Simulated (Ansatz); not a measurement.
Geometry optimisation, RKS revPBE-D4/def2-SVP in Ansatz.

Input:

```yaml
crystal:
  periodic: [false, false, false]
  atoms:
    - { symbol: "N", position_ang: [0.5317, 1.422, 1.0941] }
    - { symbol: Ga, position_ang: [-0.1922, -0.1144, 1.3472] }
    - { symbol: F, position_ang: [0.7499, -1.0516, 1.7442] }
    - { symbol: "N", position_ang: [-0.5766, -1.219, -0.1051] }
    - { symbol: P, position_ang: [-0.1528, -0.9544, -1.8212] }
    - { symbol: H, position_ang: [-0.4765, 1.7284, 0.7498] }
    - { symbol: H, position_ang: [1.1461, 1.5704, 0.2641] }
    - { symbol: H, position_ang: [-1.6565, -1.2165, -0.0954] }
    - { symbol: H, position_ang: [-0.5246, 0.4737, -1.7415] }
    - { symbol: H, position_ang: [1.2347, -0.6899, -1.4331] }
basis:
  gaussian: { orbitals: def2-SVP }
hamiltonian:
  xc: revpbe
  dispersion: d4
relax:
  f_tol: 0.02
  max_steps: 50
```

Command:

```bash
$ ansatz run input.yaml --threads 2 --pin off --max-ram 3072MiB --backend cpu --events-out ev --progress --plain --runs-dir out
```

Where does it end, and by what steps?

The run converged. After 16 steps the energy has fallen by 7.677 eV; H6 moved furthest, 1.59 Å. The start is strongly strained (largest force component 21 eV/Å).

```tsv
step	energy less start (eV)	largest force component (eV/Å)	accepted
0	0.0000	20.807	yes
1	-4.6378	6.574	yes
2	-6.3528	2.078	yes
3	-6.9598	0.462	yes
4	-7.0905	0.769	yes
5	-7.1658	0.990	yes
6	-7.2843	0.701	yes
7	-7.3514	0.660	yes
8	-7.4186	1.037	yes
9	-7.5288	0.394	yes
10	-7.5896	0.264	yes
11	-7.6098	0.173	yes
12	-7.6323	0.565	yes
13	-7.6645	0.093	yes
14	-7.6721	0.242	yes
15	-7.6739	0.211	yes
16	-7.6775	0.014	yes
```

```xyz
10
Properties=species:S:1:pos:R:3
N 0.572 1.534 0.884
Ga 0.087 -0.212 1.113
F 0.041 -0.890 2.757
N -0.530 -1.275 -0.256
P -0.678 -0.892 -1.943
H 0.900 1.827 -0.040
H 1.117 1.993 1.618
H -0.853 -2.219 -0.032
H -1.219 0.450 -1.864
H 0.645 -0.367 -2.233
```

Time of the run: 44 s on 2 threads of Arm Neoverse V2, on a shared host, peak memory 0.17 GiB.
